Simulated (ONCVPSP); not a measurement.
How hard is this silver (Ag) ONCV potential?

```
Element                 : silver (Ag)
Generator               : ONCVPSP 4.0.1
Type                    : optimised norm-conserving Vanderbilt (ONCV)
Functional              : PBE
Relativity              : scalar-relativistic
Frozen core             : [Ar] 3d10
Valence charge          : 19
Reference configuration : 4s2 4p6 4d10 5s0.75 5p0.25
Partial waves           : 4s+5s: rc 1.65 bohr, ncon 5, nbas 8, qcut 5.9 1/bohr, 2 projectors; 4p+5p: rc 1.40 bohr, ncon 4, nbas 8, qcut 10.6 1/bohr, 2 projectors; 4d: rc 1.40 bohr, ncon 5, nbas 10, qcut 11.4 1/bohr, local
Local potential         : the d channel
Core correction         : none
```

Task: For each optimised wave give the share of its norm inside rc, the residual kinetic energy above qcut (Ha) and the cutoffs (Ha) for errors of 10, 1, 0.1 and 0.01 mHa per electron.

Result:

| wave | norm inside rc | residual KE | 10 mHa | 1 mHa | 0.1 mHa | 0.01 mHa |
| --- | --- | --- | --- | --- | --- | --- |
| 4s | 0.977 | 1.7e-03 | 10.5 | 26.8 | 58.5 | 67.6 |
| 5s | 0.069 | 8.0e-04 | 5.7 | 16.5 | 50.5 | 73.8 |
| 4p | 0.869 | 1.8e-07 | 14.9 | 33.9 | 42.0 | 47.6 |
| 5p | 0.011 | 2.6e-08 | 8.2 | 12.9 | 31.3 | 41.2 |
| 4d | 0.586 | 3.3e-08 | 26.7 | 35.1 | 42.5 | 48.7 |

The occupied waves need 35 Ha and 58 Ha for 1 and 0.1 mHa. 1 of 4 tests not solved or not reliable.
